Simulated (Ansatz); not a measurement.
`[SeH][SiH]1BS1` + `CC[TeH]` → `CC([SeH])[TeH]` + `B1[SiH2]S1` at 298.15 K and 1 bar (formal exchange of groups at the Se–Si bond).

Isolated molecules relaxed with PBE0-D4/def2-TZVP in Ansatz; ΔE leaves out vibrations. CCSD(T)/CBS is the MP2 limit (def2-TZVPP, def2-QZVPP) plus CCSD(T) − MP2 in def2-TZVPP, frozen cores. Elements past krypton have def2 core potentials. For Se, Te outer-core shells are correlated without core-valence functions, which leaves a few kJ/mol of doubt a bond. Scalar relativity is left out up to krypton. One conformer a species, not always the lowest.

| species | CCSD(T)/CBS energy (Eh) | H − E (kJ/mol) | S (J/(mol·K)) |
| --- | --- | --- | --- |
| `[SeH][SiH]1BS1` | -3114.19481 | 101.2 | 336.7 |
| `CC[TeH]` | -347.43450 | 204.8 | 311.9 |
| `CC([SeH])[TeH]` | -2748.13456 | 203.9 | 360.0 |
| `B1[SiH2]S1` | -713.45359 | 93.6 | 277.0 |

H − E and S are ideal-gas, rigid-rotor, harmonic terms from PBE0-D4/def2-TZVP, for one conformer and one mirror image of each species. 1 Eh = 2625.50 kJ/mol, R = 8.31446 J/(mol·K).

Problem. By hand: ΔE, ΔH, ΔS and ΔG.

Solution. ΔE = (-2748.13456) + (-713.45359) − (-3114.19481) − (-347.43450) = 0.04116 Eh = 108.1 kJ/mol. Δ(H − E) = 203.9 + 93.6 − 101.2 − 204.8 = -8.5, so ΔH = 99.6 kJ/mol. ΔS = 360.0 + 277.0 − 336.7 − 311.9 = -11.6 J/(mol·K). ΔG = 99.6 − 298.15 × (-11.6)/1000 = 103.1 kJ/mol.

Problem. By hand: the equilibrium constant, and the temperature at which ΔG would vanish if ΔH and ΔS stayed fixed.

Solution. log₁₀ K = −ΔG/(RT ln 10) = -18.1. ΔH and −TΔS have one sign here, so there is no such temperature.

The number of gas molecules stays the same, so ΔS is small and ΔH decides. A doubt of 5 kJ/mol in ΔE shifts log₁₀ K by 0.9 here. Other conformers and mirror images would add mixing entropy, several J/(mol·K) or more a flexible species. These are equilibria of isolated gas molecules and say nothing of rates. Largest T1 diagnostic: 0.017 (customary marks: 0.02 for closed shells, 0.045 for open ones).

ΔS is within the doubt of such terms, so its sign, and with it that verdict, could turn.
